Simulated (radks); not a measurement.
The hydrogen anion H-, [He], held by a Watson sphere: a shell of charge +1.48 at radius R that stands for the Madelung well of a crystal (potential energy -1.48/R inside, -1.48/r outside, in hartree with lengths in bohr). Calculated with a radial shooting solver on a logarithmic mesh with Libxc functionals: scalar-relativistic Kohn-Sham, LDA (Slater exchange, Perdew-Wang correlation), spin-polarised, spherical densities, point nucleus. Response by self-consistent Sternheimer equations with the Hartree and adiabatic LDA kernel, the relativistic mass of each level held fixed and spin-orbit coupling left out. The sphere does not respond.

R (bohr)  e(1s) (eV)  <r> 1s (bohr)  sum of <r^2> (bohr^2)  X-ray form factor at sin(theta)/lambda = 0.3 1/angstrom  alpha (bohr^3)
1.37         -15.305          1.437                  5.333                                                    0.509           5.603
1.58         -14.039          1.531                  6.053                                                    0.442           7.138
1.85         -12.682          1.642                  6.981                                                    0.380           9.414
2.27         -11.009          1.795                  8.405                                                    0.319           13.62
2.56         -10.075          1.888                  9.362                                                    0.294           17.00
2.58         -10.016          1.894                  9.427                                                    0.293           17.24
2.69          -9.702          1.927                  9.781                                                    0.286           18.63
2.77          -9.485          1.950                  10.04                                                    0.282           19.67

Estimate the row for R = 2.14 bohr.

Answer. e(1s) (eV) -11.481; <r> 1s (bohr) 1.750; sum of <r^2> (bohr^2) 7.968; X-ray form factor at sin(theta)/lambda = 0.3 1/angstrom 0.334; alpha (bohr^3) 12.24.
